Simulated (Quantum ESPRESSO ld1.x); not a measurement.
Values are calculated unless marked as measured or tabulated.
Question: All-electron atom: Rb II in [Ar] 3d10 4s2 4p5 5p1 (not the ground configuration). Level of theory: Dirac Kohn-Sham, LDA (Slater exchange, Perdew-Zunger correlation), spin-unpolarised, spherical densities, point nucleus; open shells fill j = l - 1/2 first (ld1.x of Quantum ESPRESSO 7.5).

Spin-orbit splittings of the eigenvalues, e(l+1/2) - e(l-1/2), with zeta = 2 splitting/(2l+1) and mean radii in bohr:

shell  occ.  splitting (eV)  zeta (eV)  <r> j=l-1/2  <r> j=l+1/2
2p        6           60.67      40.45       0.1524       0.1565
3p        6           9.142      6.095       0.5121       0.5227
3d       10           1.554     0.6217       0.5229       0.5267
4p        5          0.9900     0.6600        1.625        1.659
5p        1               ?          ?        4.876        4.947

Estimate the 5p splitting.

Answer: 0.1071 eV (zeta = 0.07137 eV).
